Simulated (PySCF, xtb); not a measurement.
InH2I, SMILES [InH2][I].

GFN2-xTB (xtb 6.7.1) at its own geometry gives an orbital gap of 4.14 eV and a dipole moment of 4.62 D.

Geometry optimised at r2SCAN-D4/def2-TZVP. The def2 effective core potentials stand for the cores of I, In; spin–orbit coupling is left out.

Q: What does PySCF with HF/def2-TZVPD give? (Estimate from the structure and the level; the computed values follow.)

A: gap 10.05 eV (levels -9.75 and 0.29 eV), dipole 2.73 D.
